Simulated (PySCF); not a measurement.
# Cl⁵⁺ (chlorine, charge +5): Hartree-Fock from Schrödinger to Dirac-Coulomb-Breit

Occupied: 1s1/2, 2s1/2, 2p1/2, 2p3/2, 3s1/2. Hartree-Fock calculated with PySCF 2.14 in an uncontracted even-tempered set (22 s from 0.08 bohr⁻², ratio 2.3; 15 p from 0.096 bohr⁻², ratio 2.3), Gaussian nucleus throughout. NR is non-relativistic, sf-X2C the spin-free one-electron X2C Hamiltonian, X2C adds the bare one-electron spin-orbit term, X2C-SNSO screens it by Boettger's factors, DC is four-component Dirac-Coulomb, and the Gaunt and Breit terms are added at first order (total energies over the DC spinors, levels after relaxing the spinors in that mean field). QED terms are absent. Levels marked empty are virtual spinors of this ion; the basis has s and p functions only, so 3d, which can lie below the n = 4 levels, is absent.

```json
{"Hamiltonian": "NR", "E (hartree)": "-452.4090", "E − E(DC) (hartree)": "1.4574", "CPU seconds": "0.46"}
{"Hamiltonian": "sf-X2C", "E (hartree)": "-453.8236", "E − E(DC) (hartree)": "0.0428", "CPU seconds": "0.25"}
{"Hamiltonian": "X2C", "E (hartree)": "-453.8250", "E − E(DC) (hartree)": "0.0414", "CPU seconds": "0.32"}
{"Hamiltonian": "X2C-SNSO", "E (hartree)": "-453.8247", "E − E(DC) (hartree)": "0.0417", "CPU seconds": "0.32"}
{"Hamiltonian": "DC", "E (hartree)": "-453.8664", "E − E(DC) (hartree)": "0.0000", "CPU seconds": "15"}
{"Hamiltonian": "DC+Gaunt", "E (hartree)": "-453.7509", "E − E(DC) (hartree)": "0.1155", "CPU seconds": "30"}
{"Hamiltonian": "DC+Breit", "E (hartree)": "-453.7593", "E − E(DC) (hartree)": "0.1071", "CPU seconds": "110"}
```

**Question.** Give the 2p spin-orbit interval with each Hamiltonian that has one.

**Answer.** X2C 2.053; X2C-SNSO 1.810; DC 1.780; DC+Gaunt 1.707; DC+Breit 1.707 (eV).

| level (eV) | NR | sf-X2C | X2C | X2C-SNSO | DC | DC+Gaunt | DC+Breit |
| --- | --- | --- | --- | --- | --- | --- | --- |
| 1s1/2 | -2942.3 | -2952.6 | -2952.6 | -2952.6 | -2953.4 | -2951.5 | -2951.6 |
| 2s1/2 | -372.80 | -374.68 | -374.68 | -374.68 | -374.74 | -374.64 | -374.64 |
| 2p1/2 | -303.62 | -303.70 | -305.08 | -304.91 | -304.91 | -304.72 | -304.74 |
| 2p3/2 | -303.62 | -303.70 | -303.02 | -303.10 | -303.13 | -303.02 | -303.04 |
| 3s1/2 | -94.868 | -95.158 | -95.158 | -95.158 | -95.166 | -95.150 | -95.151 |
| 3p1/2 (empty) | -66.481 | -66.495 | -66.645 | -66.627 | -66.626 | -66.605 | -66.608 |
| 3p3/2 (empty) | -66.481 | -66.495 | -66.420 | -66.429 | -66.432 | -66.419 | -66.422 |
| 4s1/2 (empty) | -35.208 | -35.284 | -35.284 | -35.284 | -35.286 | -35.282 | -35.282 |

Weight of the small component: 1s1/2 0.00367, 2s1/2 0.000591, 2p1/2 0.000557, 2p3/2 0.000554, 3s1/2 0.000120, 3p1/2 9.79e-05, 3p3/2 9.75e-05, 4s1/2 3.96e-05.

Koopmans' value for the highest occupied level at DC+Breit: 95.151 eV, against an ionisation energy of 96.94 ± 0.04 eV (semi-empirical (NIST evaluation); NIST Atomic Spectra Database, ionization energies); the former lacks relaxation, correlation, QED and recoil.

The whole ladder took 160 s of wall time on 1 thread of Intel(R) Xeon(R) Platinum 8488C (shared host), launched as `OMP_NUM_THREADS=1 python relrun2.py TASK.json OUT` (a driver that calls PySCF for each Hamiltonian).
